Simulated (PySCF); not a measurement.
# Diatomic cations of Sr with the alkali metals

MP2 with double-zeta basis sets in PySCF, for the lowest determinant that a PBE0 search found; no spin–orbit coupling. De refers to high-spin ground-configuration atoms (the charge goes to the atom of lower measured ionisation energy or higher electron affinity, which is not always the lowest computed limit).

```json
{"M": "Li", "basis": "def2-SVP", "reference, frozen orbitals": "RHF, 0", "charged atom": "Li+", "state (unpaired electrons)": "singlet (closed shell)", "Re (Å)": "3.498", "ωe (cm⁻¹)": "214", "De (eV)": "1.15"}
{"M": "Na", "basis": "def2-SVP", "reference, frozen orbitals": "RHF, 1", "charged atom": "Na+", "state (unpaired electrons)": "singlet (closed shell)", "Re (Å)": "3.736", "ωe (cm⁻¹)": "112", "De (eV)": "0.87"}
{"M": "K", "basis": "def2-SVP", "reference, frozen orbitals": "RHF, 5", "charged atom": "K+", "state (unpaired electrons)": "singlet (closed shell)", "Re (Å)": "4.338", "ωe (cm⁻¹)": "69.8", "De (eV)": "0.51"}
{"M": "Rb", "basis": "def2-SVP", "reference, frozen orbitals": "RHF, 0", "charged atom": "Rb+", "state (unpaired electrons)": "singlet (closed shell)", "Re (Å)": "4.549", "ωe (cm⁻¹)": "49.8", "De (eV)": "0.44"}
{"M": "Cs", "basis": "def2-SVP", "reference, frozen orbitals": "RHF, 0", "charged atom": "Cs+", "state (unpaired electrons)": "singlet (closed shell)", "Re (Å)": "4.849", "ωe (cm⁻¹)": "40.2", "De (eV)": "0.36"}
```

The shortest bond is that of SrLi⁺ (3.498 Å), the longest that of CsSr⁺ (4.849 Å).

Down a group the atoms grow and get heavier, so bonds lengthen and wavenumbers fall; this series shows no clear exception.

Correlated steps freeze the inner cores (0 to 5 orbitals); shallow outer-core shells are correlated. Weak bonds: CsSr⁺, RbSr⁺. Basis-set superposition, not corrected here, can be much of De in a small basis, most of all at correlated wavefunction levels. Spin–orbit coupling is left out. For an ion De counts to the pair picked by the measured ionisation energies or electron affinities, which need not be the lowest pair at this level.
